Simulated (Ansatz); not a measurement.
`[NH2][Ga]([Cl])[Cl]`, charge 0, multiplicity 1.

Problem. Give a relaxed structure at PBE0-D4/def2-TZVP (Ansatz 0.2.0). (Estimate.)

Solution. Computed: 
Z-matrix (Å, degrees):
```
N
Ga 1 1.791
H 1 1.005 2 123.0
H 1 1.005 2 123.0 3 -173.3
Cl 2 2.124 1 120.6 3 -3.8
Cl 2 2.124 1 120.6 3 177.1
```
Point group C2v.
